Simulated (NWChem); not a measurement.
# CH₅CuO; SMILES [Cu]([CH3])<-[OH2]

Task: Give the equilibrium geometry at PBE0/def2-SVP (NWChem) as a Z-matrix, with the point group.

Result: point group C1; any orientation.
```
Cu
C 1 1.8930
H 2 1.1039 1 111.75
H 2 1.1041 3 107.58 1 122.22
H 2 1.1041 3 107.57 4 115.55
O 1 1.9927 4 156.23 2 178.33
H 6 0.9661 1 112.32 4 -63.06
H 6 0.9661 7 105.62 1 122.76
```
